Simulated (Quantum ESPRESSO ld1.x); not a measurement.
Problem. The table gives one normalised radial function P(r) = r R(r) of Cr+ in [Ar] 3d5 (r in bohr). Calculated with ld1.x of Quantum ESPRESSO 7.5: scalar-relativistic Kohn-Sham, PW91, spin-unpolarised, spherical densities, point nucleus.

r              P
0.007284   0.0079
0.01104    0.0171
0.01674    0.0362
0.02537    0.0744
0.03846    0.1452
0.05831    0.2620
0.08838    0.4191
0.134      0.5512
0.2047     0.4977
0.3104     0.0881
0.4705    -0.5927
0.7132    -1.0678
1.081     -0.9329
1.639     -0.4531
2.484     -0.1141
3.766     -0.0118
5.708     -0.0003
8.653     0.0000
13.12      0.0000

Which n and l does it have? It may be an empty orbital.

Solution. n = 3, l = 1: the number of nodes gives n - l - 1 = 1, the rise at small r (about r^(l+1)) gives l, and the extent must fit the shell. The curve is that of 3p. 3p: eigenvalue -52.519 eV, 1 radial node at r = 0.329 bohr, <r> = 0.968 bohr, 90 % of the charge inside 1.50 bohr.
